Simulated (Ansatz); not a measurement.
Isomers of B5H8Br (singlet), relaxed with PBE-D4/def2-SVP; total energies from Ansatz at B2PLYP/def2-TZVP.

| isomer | description | energy (Eh) |
| --- | --- | --- |
| A | nido-B5H9 (Br for H, site b on B) (B5H8Br) | -2702.73856 |
| B | nido-B5H9 (Br for H, site a on B) (B₅H₈Br) | -2702.73799 |

Correlated methods freeze 14 core orbitals; core or outer-core shells of Br are correlated, in sets that lack core-valence functions.

Work out the relative energies (1 Eh = 2625.5 kJ/mol) and the Boltzmann populations at 1200 K from electronic energies alone (R = 8.314 J/mol/K).

ΔE: A 0.0, B 1.5 kJ/mol. RT = 9.98 kJ/mol. Factors exp(−ΔE/RT): A 1, B 0.86; sum 1.860. Populations: A 53.8 %, B 46.2 %. Zero-point energy, vibrational entropy and symmetry numbers are left out and can shift these; an error of 4 kJ/mol changes a ratio by a factor of 1.5. Over the other density-functional and correlated levels in def2 sets, the gap between A and B ranges from -2 to 5 kJ/mol.
